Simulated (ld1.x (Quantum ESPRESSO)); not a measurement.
# Before and after: RRKJ potential for Zr

ld1.x (Quantum ESPRESSO) 7.5 input, shortened:

```
&input
   title='Zr', zed=40., rel=1, dft='PZ', iswitch=3,
   config='[Kr] 4d2 5s1 5p0'
 /
 &inputp
   pseudotype=2, tm=.false., rho0=0.02, lloc=1,
   nlcc=.false.
 /
3
5S  1  0   1.00   0.00  3.05  3.05  0.0
4D  3  2   2.00   0.00  1.70  1.70  0.0
5P  2  1   0.00   0.00  3.90  3.90  0.0
 &test
   configts(1)='4d2 5s1 5p0'
 /
```

Change: wave 4d (bound): rc 1.70 bohr becomes 4d (bound): rc 2.36 bohr.

Cutoffs: the cutoffs (Ry, on a coarse ladder) from which the occupation-weighted sum of valence levels, in a spherical-Bessel basis at the reference potential, stays within 10 and 1 mRy of its value at 400 Ry; they do not see the model core or the augmentation charge, which bear on the density cutoff. Errors are all-electron minus pseudo energies relative to the spin-unpolarised reference configuration.

Question: How do hardness, ghosts and transferability respond?

Answer: The potential gets softer (30 Ry and 35 Ry → 21 Ry and 30 Ry); of the 9 tests that both files solve, the error grows in 2 and shrinks in 1 by more than 15 % and 0.3 meV (median size 19.8 → 32.0 meV); neither file shows a bound ghost. A larger radius leaves more room for a smooth pseudo-wave, so fewer plane waves are needed.

```csv
quantity,base,changed
"cutoff, loose",30 Ry,21 Ry
"cutoff, tight",35 Ry,30 Ry
loose cutoff by channel (10 mRy a level),"s 15 Ry, d 25 Ry","s 15 Ry, d 21 Ry"
bound ghosts,none,none
"error for 4d2 5s2 5p0, meV [ΔE -7.35 eV]",+20,+20
"error for 4d2 5s0 5p0, meV [ΔE 13.24 eV]",+41,+42
"error for 4d1 5s0 5p0, meV [ΔE 36.06 eV]",+132,+152
"error for 4d2.5 5s1.5 5p0, meV [ΔE -6.83 eV]",-1.6,-0.7
"error for 4d3 5s0 5p0, meV [ΔE 0.46 eV]",+19,+32
"error for 4d2 5s1 5p1, meV [ΔE -4.23 eV]",+3.6,+3.7
"error for 4d2 5s1.5 5p0, meV [ΔE -4.38 eV]",+6.1,+6.2
"error for 4d2 5s1 5p0 (spin-polarised), meV [ΔE -1.08 eV]",+1192,+1187
"error for 4d2 5s2 5p0 (spin-polarised), meV [ΔE -7.84 eV]",+830,+828
s: phases at 4.23 bohr within 0.05 rad from the reference energy up to (Ry; the scan ends near 5),0.2,0.2
p: phases at 4.23 bohr within 0.05 rad from the reference energy up to (Ry; the scan ends near 5),0.8,0.8
d: phases at 4.23 bohr within 0.05 rad from the reference energy up to (Ry; the scan ends near 5),-0.2,-0.2
```
